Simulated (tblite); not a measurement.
Computed values, GFN2-xTB/tblite, gas phase, harmonic and unscaled. This tight-binding method is rough: wavenumbers can miss measured ones by several per cent, in bad cases by 10 to 20. Modes of hydrogen on boron and silicon can be 10 to 20 % off. One conformer each. Open shells enter through the occupations alone, without spin polarisation, and single modes of such species can be off by tens of per cent. Thermal functions are those of the rigid rotor and harmonic oscillator, without mixing of conformers.

Task: Order these by their zero-point energy, highest first (kcal/mol).
A. `[BH3-][N@H+](C)CC`
B. `C=C[P@@](C)(=O)N([SiH3])[SiH3]`
C. `O=C1C=[C][C@@H](C2CC2)C1` [radical]
D. `CC(=O)[C@H]1[CH][C@@H]2C=C[C@@H]21` [radical]

Result: A (95.5), C (90.8), D (88.6), B (86.3).

```
                            SMILES  atoms  mass (u)  symmetry number  modes under 300 cm⁻¹  ZPE (kcal/mol)  S translation (cal/(mol K))  S rotation  S vibration  S spin      S    Cp
                 [BH3-][N@H+](C)CC     17     73.11                1                     5            95.5                         38.8        26.0         16.4     0.0   81.2  28.2
          O=C1C=[C][C@@H](C2CC2)C1     18    121.07                1                     4            90.8                         40.3        28.8         21.8     1.4   92.3  32.9
CC(=O)[C@H]1[CH][C@@H]2C=C[C@@H]21     18    121.07                1                     6            88.6                         40.3        28.5         23.4     1.4   93.5  34.9
    C=C[P@@](C)(=O)N([SiH3])[SiH3]     20    165.02                1                    11            86.3                         41.2        29.9         42.4     0.0  113.6  49.8
```

Entropies and Cp are for 298.15 K and 1 bar.
